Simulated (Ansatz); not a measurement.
`BBCl` + CH₃NH₂ → `CNBCl` + BH₃ at 600 K and 1 bar (cleavage of the B–B bond).

Calculated with Ansatz (gas phase, PBE0-D4/def2-TZVP geometries, no zero-point term in ΔE). CCSD(T)/CBS adds triple-zeta CCSD(T) − MP2 to the extrapolated MP2 energy (def2 sets, frozen cores). This one scheme is used for every species. One conformer a species, not always the lowest.

```csv
species,CCSD(T)/CBS energy (Eh),H − E (kJ/mol),S (J/(mol·K))
`BBCl`,-511.15624,124.8,335.0
CH₃NH₂,-95.75281,199.3,283.8
`CNBCl`,-580.41629,229.9,371.0
BH₃,-26.55200,91.5,217.3
```

H − E and S are ideal-gas, rigid-rotor, harmonic terms from PBE0-D4/def2-TZVP, for one conformer and one mirror image of each species. 1 Eh = 2625.50 kJ/mol, R = 8.31446 J/(mol·K).

By hand: ΔE, ΔH, ΔS and ΔG.

ΔE = (-580.41629) + (-26.55200) − (-511.15624) − (-95.75281) = -0.05924 Eh = -155.5 kJ/mol. Δ(H − E) = 229.9 + 91.5 − 124.8 − 199.3 = -2.7, so ΔH = -158.2 kJ/mol. ΔS = 371.0 + 217.3 − 335.0 − 283.8 = -30.5 J/(mol·K). ΔG = -158.2 − 600 × (-30.5)/1000 = -139.9 kJ/mol.

By hand: the equilibrium constant, and the temperature at which ΔG would vanish if ΔH and ΔS stayed fixed.

log₁₀ K = −ΔG/(RT ln 10) = 12.2. ΔG = 0 at ΔH/ΔS = 5187 K, far beyond where these terms or the molecules hold.

ΔH outweighs TΔS. A doubt of 5 kJ/mol in ΔE shifts log₁₀ K by 0.4 here. Other conformers and mirror images would add mixing entropy, several J/(mol·K) or more a flexible species. These are equilibria of isolated gas molecules and say nothing of rates. Largest T1 diagnostic: 0.012 (customary marks: 0.02 for closed shells, 0.045 for open ones).
